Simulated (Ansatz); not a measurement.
Geometry optimisation, RKS revPBE-D4/def2-SVP in Ansatz 0.2.0.

Input:

```yaml
crystal:
  periodic: [false, false, false]
  atoms:
    - { symbol: Zn, position_ang: [0.0276, 0.3064, 0.0854] }
    - { symbol: F, position_ang: [1.1924, -1.2454, 0.9603] }
    - { symbol: C, position_ang: [-0.2864, 0.277, -1.8957] }
    - { symbol: H, position_ang: [0.976, -0.6941, 2.0048] }
    - { symbol: S, position_ang: [0.0765, 0.6821, 2.7115] }
    - { symbol: H, position_ang: [0.5867, 0.6606, -2.4093] }
    - { symbol: H, position_ang: [-0.4359, -0.7564, -2.1829] }
    - { symbol: H, position_ang: [-1.1507, 0.8587, -2.1875] }
    - { symbol: H, position_ang: [-0.9862, -0.0889, 2.9135] }
basis:
  gaussian: { orbitals: def2-SVP }
hamiltonian:
  xc: revpbe
  dispersion: d4
relax:
  f_tol: 0.15
  max_steps: 25
  restrain:
    - { distance: [0, 4], at: 2.27, k: 30.0 }
    - { distance: [3, 1], at: 0.88, k: 30.0 }
    - { distance: [0, 1], at: 3.09, k: 30.0 }
    - { distance: [3, 4], at: 2.66, k: 30.0 }
```

Run as:

```bash
$ ansatz run input.yaml --threads 2 --pin off --max-ram 3072MiB --backend cpu --events-out ev --progress --plain --runs-dir out
```

Question: Where does it end, and by what steps?

Answer: The forces met the threshold. The restraints hold the end off the free minimum. After 6 steps the energy has fallen by 0.264 eV (the restraints' own energy left out); F2 moved furthest, 0.64 Å. Joined: F2–H4 (1.20 → 0.92 Å).

```json
{"step": "0", "energy less start (eV)": "0.0000", "largest force component (eV/Å)": "1.314", "accepted": "yes"}
{"step": "1", "energy less start (eV)": "-0.1166", "largest force component (eV/Å)": "1.513", "accepted": "yes"}
{"step": "2", "energy less start (eV)": "-0.0633", "largest force component (eV/Å)": "2.116", "accepted": "yes"}
{"step": "3", "energy less start (eV)": "-0.0588", "largest force component (eV/Å)": "3.089", "accepted": "yes"}
{"step": "4", "energy less start (eV)": "-0.2410", "largest force component (eV/Å)": "0.820", "accepted": "yes"}
{"step": "5", "energy less start (eV)": "-0.2554", "largest force component (eV/Å)": "1.076", "accepted": "yes"}
{"step": "6", "energy less start (eV)": "-0.2639", "largest force component (eV/Å)": "0.982", "accepted": "yes"}
```

```xyz
9
Properties=species:S:1:pos:R:3
Zn -0.229 0.579 0.152
F 1.518 -1.721 1.234
C -0.350 0.346 -1.778
H 1.405 -1.109 1.913
S -0.149 0.989 2.376
H 0.566 0.730 -2.274
H -0.452 -0.729 -2.033
H -1.222 0.892 -2.195
H -1.086 0.022 2.606
```

Run time: 8.8 s on 2 threads of Intel(R) Xeon(R) 6975P-C (Granite Rapids) (shared host), peak memory 0.17 GiB.
